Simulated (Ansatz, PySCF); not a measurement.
C4H6O2, SMILES C(=O)(OC)C=C.

Geometry optimised at B3LYP-D3(BJ)/def2-SVP. One conformer was computed; it need not be the lowest.

Vertical ionisation energy (IE) and electron affinity (EA) in eV. Rows of orbital energies are one-electron estimates. Where ΔSCF, EOM or ADC give a negative EA the extra electron is unbound and the value depends on the basis.

| level | IE | EA |
|---|---|---|
| −ε(HOMO), −ε(LUMO), M06-2X/def2-TZVP (PySCF) | 9.51 | 0.49 |
| ΔSCF, PBE0/def2-SVPD (Ansatz), final states of multiplicity 2 and 2 | 10.34 | -0.47 |

Question: What vertical singlet–triplet gap does ΔSCF give with PBE0/def2-SVPD (Ansatz, a first-principles code)? (The exact figures need the calculation; the answer reports its results.)

Answer: 3.75 eV (triplet above singlet where positive).
